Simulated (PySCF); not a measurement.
Compound: C6H9O2 (doublet state).
Structure used (GFN2-xTB), in Å, numbered top down from 1:
```
atom  x, y, z in Å
C1    -2.6132   -0.4198   -0.4929
C2    -1.2191   -0.8769   -0.2679
C3    -0.1682   -0.0185   -0.0318
C4    -0.3951    1.4658    0.0111
C5     1.1058   -0.5242    0.1685
O6     2.1675    0.2983    0.4045
C7     3.3747   -0.2306    0.5912
O8     3.6564   -1.3972    0.5760
H9    -2.6693    0.2464   -1.3565
H10   -2.9794    0.1481    0.3650
H11   -3.2782   -1.2617   -0.6608
H12   -1.0249   -1.9378   -0.2918
H13   -0.8022    1.8123   -0.9375
H14   -1.1100    1.7151    0.7936
H15    0.5362    1.9881    0.2057
H16    1.3215   -1.5829    0.1484
H17    4.0906    0.5875    0.7654
```

The hyperfine couplings belong to this conformer and change with its torsions.

Identity: `C[CH]/C(C)=C/OC=O` [radical].

The calculation used UKS B3LYP, pcH-1 on C H O, non-relativistic, mean-field spin-orbit, GIAO (PySCF 2.14.0). Isolated species at its GFN2-xTB geometry (one conformer only). A GFN2-xTB geometry isn't a minimum of the functional, and hyperfine couplings can be far from their values at a DFT geometry. Stability of the SCF solution: not tested. ⟨S²⟩ is 0.775 where a pure state has 0.75.

Mulliken spin populations: C1 -0.054, C2 +0.633, C3 -0.245, C4 +0.015, C5 +0.588, O6 +0.003, C7 +0.033, O8 +0.040, H9 +0.030, H10 +0.030, H11 +0.001, H12 -0.028, H13 -0.007, H14 -0.007, H15 -0.001, H16 -0.027, H17 -0.004. Main spin sites, with 60 % or more of the largest population: C2, C5; positions count bonds from the nearest.

(1) Give the computed dipolar 1H tensors of H9, H10, H11, H13, H14, H15, H17.

(2) Estimate them with point dipoles: put each population ρk at its nucleus, leave out the nucleus itself and the atom bound to it, and sum T = Σ [ρk/(2S)]·C·(3 n nᵀ − 1)/r³ with C = μ0 gₑ μB g_N μN/(4π h) = 79.06 MHz Å³.

## Answers

(1) 
| atom | position | distance from C2 (Å) | T1 (MHz) | T2 | T3 |
| --- | --- | --- | --- | --- | --- |
| H9 | 2 bonds from C2 | 2.13 | -3.44 | -2.37 | 5.81 |
| H10 | 2 bonds from C2 | 2.13 | -3.44 | -2.37 | 5.81 |
| H11 | 2 bonds from C2 | 2.13 | -3.20 | -2.46 | 5.66 |
| H13 | 3 bonds from C2 | 2.80 | -2.02 | -0.74 | 2.76 |
| H14 | 3 bonds from C2 | 2.80 | -2.02 | -0.74 | 2.77 |
| H15 | 3 bonds from C5 | 3.39 | -2.15 | -1.30 | 3.45 |
| H17 | 3 bonds from C5 | 5.60 | -3.07 | -1.57 | 4.64 |

(2) 
```tsv
atom	T1 (MHz)	T2	T3	T3, computed	difference in T3 (%)
H9	-5.60	-4.18	9.78	5.81	+68
H10	-5.60	-4.18	9.78	5.81	+68
H11	-5.24	-4.57	9.81	5.66	+73
H13	-2.08	-0.47	2.55	2.76	-8
H14	-2.08	-0.46	2.55	2.77	-8
H15	-2.15	-2.00	4.15	3.45	+20
H17	-1.77	-1.09	2.85	4.64	-39
```
